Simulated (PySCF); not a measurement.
# Which basis set comes closest?

Molecule: `[SiH3][SiH2][SiH]([SiH3])[SiH3]`, H12Si5.

Atoms are numbered as in `[SiH3:1][SiH2:2][SiH:3]([SiH3:4])[SiH3:5]`. Hydrogens are named by the atom that carries them.

Geometry PBE0-D3(BJ)/def2-SVP throughout; GIAO in PySCF 2.14, gas phase, one conformer, non-relativistic; equivalent atoms averaged; functional PBE0.

Reference values (measured; C. Corminboeuf, T. Heine, J. Weber, Chem. Phys. Lett. 357 (2002) 1): δ(Si4/Si5) = -94.1 ppm vs TMS, δ(Si3) = -131.5 ppm vs TMS, δ(Si2) = -106.9 ppm vs TMS, δ(Si1) = -99.0 ppm vs TMS. Computed shifts are taken against TMS, calculated as an isolated molecule at each level.

Question: How do the basis sets STO-3G, 6-31G, pcSseg-0, 6-31G*, def2-SVP, cc-pVDZ, pcSseg-1, aug-cc-pVDZ, 6-311+G(2d,p), def2-TZVP perform against the reference? Times are CPU seconds on shared hosts with different chips, so compare them loosely.

Answer: 
| basis set | functions | Si4/Si5 | Si3 | Si2 | Si1 | mean abs. error Si | core-s |
| --- | --- | --- | --- | --- | --- | --- | --- |
| STO-3G | 57 | -79.1 | -81.9 | -76.5 | -82.2 | 27.9 | 8.2 |
| 6-31G | 89 | -77.0 | -99.4 | -85.6 | -81.6 | 22.0 | 16 |
| pcSseg-0 | 89 | -147.1 | -191.8 | -165.2 | -156.5 | 57.3 | 9.1 |
| 6-31G* | 114 | -68.2 | -99.3 | -81.3 | -70.3 | 28.1 | 20 |
| def2-SVP | 150 | -96.1 | -127.9 | -108.9 | -98.4 | 2.0 | 24 |
| cc-pVDZ | 150 | -88.4 | -109.7 | -96.0 | -89.5 | 12.0 | 21 |
| pcSseg-1 | 180 | -101.5 | -131.7 | -112.2 | -105.0 | 4.7 | 21 |
| aug-cc-pVDZ | 243 | -92.1 | -110.2 | -95.1 | -97.1 | 9.3 | 45 |
| 6-311+G(2d,p) | 247 | -100.9 | -128.9 | -110.4 | -104.9 | 4.7 | 56 |
| def2-TZVP | 257 | -103.2 | -134.5 | -114.1 | -107.6 | 7.0 | 65 |

For ²⁹Si the closest is def2-SVP (2.0 ppm) and the furthest pcSseg-0 (57.3 ppm). Where a smaller basis beats a larger one, errors probably cancel. One molecule is a small sample, and vibrational and solvent effects are absent from the calculation.

A small basis that lands close on one nucleus may do so by chance; judge by the trend and by all nuclei.
